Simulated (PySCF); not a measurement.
Compound: InEt2I, C4H10IIn.
Structure used (PBE0-D3(BJ)/def2-SVP), in Å, numbered top down from 1:
```
atom  x, y, z in Å
In1   -0.0444   -0.1082   -0.0645
C2     2.1025   -0.4202   -0.0869
C3     2.5615   -1.5952    0.7652
H4     2.5871    0.5229    0.2121
H5     2.3535   -0.5808   -1.1493
H6     3.6464   -1.7657    0.6620
H7     2.3604   -1.4339    1.8361
H8     2.0507   -2.5285    0.4801
C9    -1.4624    1.5338   -0.0050
C10   -2.8099    1.2310   -0.6420
H11   -0.9710    2.4049   -0.4682
H12   -1.5732    1.7736    1.0668
H13   -3.5097    2.0750   -0.5184
H14   -2.7230    1.0375   -1.7225
H15   -3.2819    0.3419   -0.1963
I16   -1.3211   -2.5219   -0.1029
```

Theory: PBE0-D3(BJ)/def2-SVP geometry optimisation, gas phase, def2 core potentials past Kr in PySCF.

**Question.** Which atoms are bound to In1, and at what distances?

**Answer.** 3 atoms: C2 2.170 Å, C9 2.170 Å, I16 2.731 Å. The nearest atom not counted as bound is H5, at 2.67 Å (others tie with it).

**Question.** List the angles at In1.

**Answer.** 
```tsv
angle	degrees	distance of the outer atoms (Å)
C2–In1–C9	139.1	4.07
C9–In1–I16	111.3	4.06
C2–In1–I16	109.6	4.02
```

**Question.** What is the shape at In1?

**Answer.** Planar: angles 139.1°, 111.3° and 109.6°, sum 360.0°, 0.01 Å off the plane of its three neighbours.

**Question.** What are the other bond lengths?

**Answer.** C2–C3, C9–C10 1.522 Å; C2–H4 and 3 like bonds 1.103 Å; C3–H6 and 5 like bonds 1.102 Å.

**Question.** Give some angles away from the centre.

**Answer.** In1–C2–C3 113.8°, In1–C9–C10 114.6°.

**Question.** What are the rotational constants (commonest isotopes, rigid rotor)?

**Answer.** A = 1178, B = 807.3, C = 490.6 MHz: an asymmetric top.

Point group: C1 (no symmetry element, even within 0.4 Å). Charge 0, singlet. PBE0-D3(BJ)/def2-SVP frequencies: not computed here.

One conformer stands for the species.
